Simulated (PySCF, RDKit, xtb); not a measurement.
Noncovalent pair: COS (SMILES O=C=S) (first 3 atoms) with H2 (SMILES [H][H]); geometry from B3LYP-D3(BJ)/def2-TZVP, rigid monomers moved along the line of their centres of mass till C2···H4 is 2.85 Å.
(charge 0, multiplicity 1):
```xyz
5

O      1.429     0.605     0.111
C      0.389     0.173    -0.147
S     -1.017    -0.411    -0.495
H      0.450     0.186     2.706
H     -0.235    -0.100     2.650
```

Monomers are frozen at their geometry in the pair; levels with a basis set take the counterpoise correction. Rows marked so take none. RDKit's UFF carries no charges.

Rows in 6-31G* carry no dispersion term and start afresh at each structure (6-31G* with six Cartesian d functions).

Programs: PySCF for 6-31G* rows; RDKit for the force fields; xtb for the GFN methods. Each number belongs to the level named beside it.

### Question
One of these levels gives 0.89 kcal/mol for the interaction energy. Name it.
A) BP86/6-31G* (no counterpoise)
B) UFF
C) GFN1-xTB

### Answer
A, BP86/6-31G* (no counterpoise). The others give -0.08 (UFF), 0.39 (GFN1-xTB)
